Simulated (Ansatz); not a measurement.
Computed with Ansatz on PBE0-D4/def2-TZVP structures; ΔE is electronic, products minus reactants. CBS: MP2 limit from def2 TZ/QZ plus the TZ coupled-cluster correction, frozen cores. Functionals use def2-TZVPP. Each species was taken in one conformer, which may not be the lowest.

Reaction (cleavage of the B–Al bond): `[BH2][Al]([CH2]F)[O]C` + `C=C[SiH2]N` → `BN[SiH2]C=C` + `C[O][AlH][CH2]F`

`[BH2][Al]([CH2]F)[O]C`:

Z-matrix (Å, degrees):
```
C
Al 1 1.992
F 1 1.403 2 111.5
H 1 1.098 2 112.3 3 -120.5
H 1 1.098 2 112.3 3 120.5
B 2 2.124 1 124.0 3 -179.9
O 2 1.684 1 119.5 3 0.1
H 6 1.200 2 122.7 1 89.5
H 6 1.199 2 122.8 1 -90.0
C 7 1.399 2 138.7 1 -0.1
H 10 1.095 7 110.0 2 -120.4
H 10 1.095 7 109.9 2 121.1
H 10 1.095 7 112.3 2 0.3
```

`C=C[SiH2]N`:

```xyz
11

C     1.760   -0.195   -0.167
C     0.905    0.051    0.822
Si   -0.937    0.184    0.566
N    -1.458   -0.038   -1.053
H     2.832   -0.271   -0.009
H     1.414   -0.332   -1.189
H     1.307    0.179    1.828
H    -1.376    1.537    1.007
H    -1.604   -0.845    1.409
H    -1.498   -0.952   -1.471
H    -1.346    0.683   -1.744
```

`BN[SiH2]C=C`:

Cartesian coordinates in Å:
```
B -0.324 1.478 -2.182
N 0.076 1.177 -0.876
Si 0.586 -0.376 -0.260
C -0.525 -0.954 1.110
C -0.075 -1.191 2.340
H -0.326 0.607 -3.005
H -0.658 2.595 -2.458
H 0.057 1.938 -0.210
H 1.958 -0.279 0.311
H 0.566 -1.300 -1.419
H -1.584 -1.109 0.909
H 0.972 -1.051 2.599
H -0.723 -1.534 3.142
```

`C[O][AlH][CH2]F`:

Cartesian coordinates in Å:
```
C -0.775 1.229 -1.338
O -0.208 1.363 -0.065
Al 0.461 0.373 1.112
C 0.592 -1.586 0.837
F 0.073 -1.967 -0.407
H -0.202 1.815 -2.064
H -1.800 1.613 -1.331
H -0.798 0.187 -1.675
H 0.979 1.060 2.437
H 1.630 -1.941 0.886
H 0.049 -2.148 1.609
```

```
         level  ΔE (kcal/mol)
        PBE-D4          -41.1
          PBE0          -40.8
MP2/def2-TZVPP          -43.6
 MP2/CBS(def2)          -43.3
```

Question: What does CCSD(T)/CBS give? (Best estimate.)

Answer: Ansatz gave: -41.4 kcal/mol. The listed levels differ from it by 0.3, 0.6, -2.2, -1.9 kcal/mol.

Largest T1 diagnostic among the species: 0.012.
